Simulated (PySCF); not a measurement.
A side-by-side comparison of computed properties.

First species: C5H10O2Si.
SMILES with atom numbers: `[O:1]=[CH:2][C@H:3]1[CH2:4][O:5][CH2:6][CH2:7][SiH2:8]1` (hydrogens: H9 on C2; H10 on C3; H11, H12 on C4; H13, H14 on C6; H15, H16 on C7; H17, H18 on Si8)

Second species: HC(Cl)(F)CF2OMe, C3H4ClF3O.
Z-matrix (Å and degrees, GFN2-xTB geometry), rows numbered from 1:
```
C 
O   1  1.4366
C   2  1.3342  1  115.73
F   3  1.3578  2  112.74  1   -54.52
F   3  1.3706  2  111.68  1    61.86
C   3  1.5403  2  109.37  1  -178.17
F   6  1.3493  3  110.25  2  -178.56
Cl  6  1.7675  3  109.05  2    60.90
H   1  1.0909  2  110.34  3    62.68
H   1  1.0911  2  110.42  3   -59.27
H   1  1.0857  2  104.89  3  -178.37
H   6  1.0960  3  109.67  2   -59.06
```

Levels: CAM-B3LYP/def2-SVPD for HOMO energy, LUMO energy, HOMO–LUMO gap and static isotropic polarisability; TDDFT CAM-B3LYP/def2-SVPD for lowest singlet excitation; TDA CAM-B3LYP/def2-SVPD for lowest triplet excitation (Tamm–Dancoff). Geometries: GFN2-xTB. All species are isolated and taken at one optimised geometry, non-relativistic unless stated. Electronic properties by PySCF.

The conformers computed, where there is a choice (atom-mapped SMILES and torsion angles):
- `[CH3:1][O:2][C:3]([F:4])([F:5])[C@H:6]([F:7])[Cl:8]`: C1–O2–C3–F4 -55°, O2–C3–C6–F7 -179°

The conformers of `O=C[C@H]1COCC[SiH2]1` aren't listed.

**Question.** Which of the two has the higher T1 energy, and by how much?

**Answer.** The second: 6.79 eV against 3.61 eV, a difference of 3.18 eV.

**Question.** Which of the two has the higher HOMO–LUMO gap, and by how much?

**Answer.** The second: 11.67 eV against 8.88 eV, a difference of 2.79 eV.

**Question.** Which has the higher LUMO energy?

**Answer.** The second: 1.03 eV against 0.22 eV, a difference of 0.81 eV.

**Question.** Which has the higher static isotropic polarisability?

**Answer.** The first: 88.2 au against 58.2 au, a difference of 30.0 au.

**Question.** Which has the higher HOMO energy?

**Answer.** The first: -8.66 eV against -10.64 eV, a difference of 1.98 eV.

**Question.** Which of the two has the higher S1 energy, and by how much?

**Answer.** The second: 7.55 eV against 4.18 eV, a difference of 3.37 eV.

On the first: No computed singlet falls in the visible range (750 to 380 nm, 1.65 to 3.26 eV); S1 lies 0.92 eV above its blue end. In wavenumbers S1 is 33700 cm⁻¹ (1 eV = 8065.54 cm⁻¹).

On the second: S1 lies 4.12 eV below the HOMO–LUMO gap; its leading configuration is HOMO→LUMO, weight 0.56, beside HOMO→LUMO+1, weight 0.28. The polarisability is 8.63 Å³ as a volume (1 au = 0.148185 Å³), or 0.79 au for each of the 74 electrons.
